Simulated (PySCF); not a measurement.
An unknown is described by computed data only.

Formula: C3H9F2PSi.

| Property | Result |
| --- | --- |
| NMR, other nuclei | isotropic shieldings of nuclei other than C and H, by class: 335 (2 F), 344 (1 Si), -65 (1 P) ppm [GIAO PBE0/pcSseg-1] |
| UV, strongest line | among the 8 lowest singlet transitions: S4 at 7.52 eV (165 nm, f = 0.218) [TDDFT CAM-B3LYP/def2-SVPD] |
| Dipole | 3.03 D [CAM-B3LYP/def2-SVPD] |
| 13C NMR | chemical shifts (computed TMS as zero) by class: -4.6 (3 C) ppm [GIAO PBE0/pcSseg-1] |
| Rotational structure | rotational constants A, B, C: 2.127, 1.264, 1.151 GHz [GFN2-xTB] |
| Polarisability | 89.7 au [CAM-B3LYP/def2-SVPD] |
| 1H NMR | chemical shifts (computed TMS as zero) by class: 0.29 (9 H) ppm [GIAO PBE0/pcSseg-1] |

The electronic properties come from PySCF, for the isolated species, density fitting. Levels stand in brackets. Geometry: GFN2-xTB; no solvent, vibrations or thermal averaging. NMR values are class means; diastereotopic atoms form classes of their own.

Question: Give a SMILES that accounts for the data.

Answer: Numbering: `[CH3:1][Si:2]([CH3:3])([CH3:4])[P:5]([F:6])[F:7]`. 3 carbons fall into 1 class: Si-methyl carbon [C1/C3/C4] (-4.6 ppm, 3 C). All hydrogens form one class (0.29 ppm): methyl hydrogen. The other shieldings belong to: 335 ppm, phosphorus-bound fluorine [F6/F7]; 344 ppm, four-coordinate silicon [Si2]; -65 ppm, three-coordinate phosphorus [P5]. The optimised geometry has point group Cs and is an asymmetric top. Structure: `C[Si](C)(C)P(F)F`. The assignments are read from this structure; whether some other isomer fits the data as well wasn't checked.

Conformer computed: `[CH3:1][Si:2]([CH3:3])([CH3:4])[P:5]([F:6])[F:7]`: C1–Si2–P5–F6 -73°.
